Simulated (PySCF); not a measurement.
From one molecule to another.

First species: C3H13OPSi2.
SMILES: `CC(C)[SiH2][Si@@H](O)P`

Second species: C₅H₈F₃PSi.
Numbering: `[CH3:1][C:2]([SiH3:3])=[C:4]=[P:5][CH2:6][C:7]([F:8])([F:9])[F:10]` (hydrogens: H11, H12, H13 on C1; H14, H15, H16 on Si3; H17, H18 on C6)

Levels: PBE0/def2-SVPD for dipole moment, HOMO energy, LUMO energy, HOMO–LUMO gap, static isotropic polarisability and electronic spatial extent ⟨r²⟩ about the centre of nuclear charge; TDDFT PBE0/def2-SVPD for lowest singlet excitation; TDA PBE0/def2-SVPD for lowest triplet excitation (Tamm–Dancoff); ΔSCF PBE0/def2-SVPD for vertical ionisation energy; PBE0-D3(BJ)/def2-SVP for rotational constant A and rotational constant C. Geometries: PBE0-D3(BJ)/def2-SVP. Each species is one conformer at its optimised geometry, gas phase, non-relativistic unless stated. Electronic properties by PySCF.

Dipoles, sizes and rotational constants follow the conformer. The torsions of the flexible species, by atom-mapped SMILES:
- `[CH3:1][CH:2]([CH3:3])[SiH2:4][Si@@H:5]([OH:6])[PH2:7]`: C1–C2–Si4–Si5 171°, C2–Si4–Si5–O6 48°, H–O6–Si5–Si4 180°, H–P7–Si5–Si4 62°, H–P7–Si5–Si4 -32°
- `[CH3:1][C:2]([SiH3:3])=[C:4]=[P:5][CH2:6][C:7]([F:8])([F:9])[F:10]`: C4–P5–C6–C7 -66°, P5–C6–C7–F8 68°

(1) Which has the higher HOMO energy?

(2) Which has the higher LUMO energy?

(3) Which of the two has the higher rotational constant C, and by how much?

(4) Which has the higher ⟨r²⟩?

(5) Which of the two has the higher dipole moment, and by how much?

(6) Which has the higher static isotropic polarisability?

(7) Which of the two has the higher HOMO–LUMO gap, and by how much?

(8) Which of the two has the higher vertical ionisation energy, and by how much?

Results:

(1) The first: -7.04 eV against -7.17 eV, a difference of 0.13 eV.

(2) The first: -0.41 eV against -1.61 eV, a difference of 1.20 eV.

(3) The first: 0.560 GHz against 0.509 GHz, a difference of 0.051 GHz.

(4) The second: 2264 bohr² against 2045 bohr², a difference of 219 bohr².

(5) The second: 2.37 D against 0.83 D, a difference of 1.54 D.

(6) The first: 130.0 au against 123.7 au, a difference of 6.3 au.

(7) The first: 6.63 eV against 5.56 eV, a difference of 1.07 eV.

(8) The second: 8.88 eV against 8.69 eV, a difference of 0.19 eV.

On the first: A dipole of 0.83 D is allowed in C1, and pure rotational transitions are dipole-allowed. The 10 singlets span 5.56 to 7.24 eV, and their oscillator strengths add up to 0.83.

On the second: The vertical singlet–triplet gap S1 − T1 is 1.40 eV (TDDFT singlet less Tamm–Dancoff triplet; S1: HOMO−1→LUMO, weight 0.85; T1: HOMO→LUMO, weight 0.93). The ΔSCF ionisation energy exceeds −ε(HOMO) by 1.71 eV with PBE0.
